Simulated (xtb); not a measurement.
WO₂F₂, SMILES [O]=[W](=[O])([F])[F], multiplicity 1. All values are semi-empirical tight-binding results from xtb (GFN2-xTB unless named), good for trends rather than for accurate numbers. Geometry optimised at GFN2-xTB. The spin state was assumed, not searched. The isomer is the one that the SMILES or the coordinates give; other isomers of the formula were not compared.

Optimised geometry:

Bonds (Å): W1–O2 1.685, W1–O3 1.685, W1–F4 1.837, W1–F5 1.837. Bond angles (°): O2–W1–O3 114.0, O2–W1–F4 110.3, O2–W1–F5 110.3, O3–W1–F4 110.3, O3–W1–F5 110.3, F4–W1–F5 100.9.
Charge 0, spin multiplicity 1.

For metal compounds this method's bond lengths and energies can be far off.

Q: Estimate the properties. (An estimate is asked for; the answer gives what the named calculation found.)

A: 
```yaml
point_group_as_xtb_finds_it: C2v
orbital_gap: 3.74 eV
zero_point_energy: 5.1 kcal/mol
G − E(el) at 298.15 K (modified RRHO): -14.3 kcal/mol
```

Q: Give the atomic charges and the Wiberg bond orders between heavy atoms. (The exact figures need the calculation; the answer reports its results.)

A: charges (e) W1 1.47, O2 -0.47, O3 -0.47, F4 -0.26, F5 -0.26. Bond orders W1–O2 2.10, W1–O3 2.10, W1–F4 1.04, W1–F5 1.04.
